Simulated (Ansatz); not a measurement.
Reaction (hydrogen abstraction from the Si–H bond): `S[SiH](Cl)Cl` + `[SiH3]`• → `S[Si](Cl)Cl`• + SiH₄

Isolated molecules relaxed with PBE0-D4/def2-TZVP in Ansatz; ΔE leaves out vibrations. CCSD(T)/CBS is the MP2 limit (def2-TZVPP, def2-QZVPP) plus CCSD(T) − MP2 in def2-TZVPP, frozen cores. This one scheme is used for every species. Functionals use def2-TZVPP. Open shells (•) are unrestricted, without spin–orbit coupling. Each species was taken in one conformer, which may not be the lowest.

```tsv
level	ΔE (kcal/mol)
BHLYP-D4	-2.4
r2SCANh	-2.7
MP2/def2-SVP	0.1
HF/def2-QZVPP	-0.2
```

What does CCSD(T)/CBS give? (Estimate.)

Ansatz gave: -1.4 kcal/mol. The listed levels differ from it by -1.0, -1.3, 1.5, 1.2 kcal/mol.

Largest T1 diagnostic among the species: 0.015.

From PBE to PBE0 (25 % exact exchange), in def2-TZVPP and without D4, ΔE moves by +1.7 kcal/mol. Leaving LDA and LC-ωPBE aside and taking each functional with its dispersion term where it has one, the values, not all of them listed here, spread over 4.3 kcal/mol, from BLYP-D4 to PBE-QIDH.
